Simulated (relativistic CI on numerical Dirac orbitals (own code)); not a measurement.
# Hyperfine structure of Sm53+, mass number 147

Computed by Dirac-Coulomb-Breit CI, KLI orbitals optimised for each configuration, a model potential for QED, unscaled Slater integrals (own radial code, finite nucleus).

CI space (outside the closed core 1s2): 2s²2p⁵, 2s2p⁶, 2p⁶3s, 2p⁶3p, 2p⁶3d, 2s²2p⁴3s, 2s²2p⁴3p, 2s²2p⁴3d, 2s2p⁵3s, 2s2p⁵3p, 2s2p⁵3d, 2s²2p⁴4s, 2s²2p⁴4p, 2s²2p⁴4d, 2s²2p⁴4f, 2s2p⁵4s. Levels of other configurations are missing.

Nuclear spin I = 7/2, μ = -0.809 μN, Q = -0.26 b (tables of Stone and Pyykkö). The electronic factors are computed for point nuclear moments, without core polarisation or the Bohr-Weisskopf and QED corrections.

| Level | E (10³ cm⁻¹) | A (GHz) | B (GHz) |
| --- | --- | --- | --- |
| 2s²2p⁵ ²P°3/2 | 0.0 | -106.6 | 229 |
| 2s²2p⁵ ²P°1/2 | 5014.0 | -776.9 |  |
| 2s2p⁶ ²S1/2 | 7994.7 | -2455 |  |
| 2s²2p⁴3s ⁴P5/2 | 46996.9 | -219.9 | -22.4 |
| 2s²2p⁴3s ²P3/2 | 47068.5 | 8.257 | -8.65 |
| 2s²2p⁴3s ²S1/2 | 47400.2 | -675.8 |  |
| 2s²2p⁴3p ²P°1/2 | 48219.6 | -217.2 |  |
| 2s²2p⁴3p ²D°5/2 | 49223.5 | -77.6 | 1.44 |

Levels with J = 0, under 50 % of one LS term, or S terms without an open s electron are left out. Small factors come from cancelling terms and can be off by tens of per cent or more.

At this charge energies of transitions that change n are usually good to better than 1 %, and those within a shell (Δn = 0) to a few per cent.

(1) Give the hyperfine levels of 2s²2p⁵ ²P°1/2 relative to its centre of gravity.

## Answers

(1) With K = F(F + 1) − I(I + 1) − J(J + 1), E = AK/2: F = 3: 1748, F = 4: -1360 GHz.

LS names give the leading component of a level, which can be under half, so a name can repeat, a term be missing and a line seem to break the LS rules.
